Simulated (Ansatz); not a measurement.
F₂HOSn (`[O][SnH]([F])[F]`) radical, relaxed with UKS PBE-D4/def2-SVP in the Gaussian-basis code of Ansatz from a rough embedded geometry. The force threshold is 0.03 eV/Å; the program also tests the step.

The species carries charge 0 and has multiplicity 2. Sn takes the def2 core potential.

Start:

```xyz
5

O     1.450    1.348   -0.077
Sn   -0.020    0.002    0.010
F     0.286   -1.293    1.451
F    -0.181   -0.912   -1.657
H    -1.535    0.854    0.273
```

```tsv
step	energy (eV)	largest force (eV/Å)	largest move (Å)
1	-13313.9646	1.174	0.000
2	-13314.0379	0.265	0.089
3	-13314.0428	0.018	0.035
```

End:

```xyz
5

O     1.486    1.326   -0.075
Sn   -0.086    0.063    0.019
F     0.297   -1.288    1.366
F    -0.124   -0.974   -1.626
H    -1.572    0.873    0.316
```

It took 19 s on 4 threads of an Arm Neoverse N1 on a shared host, with 0.18 GiB of host memory at the peak.
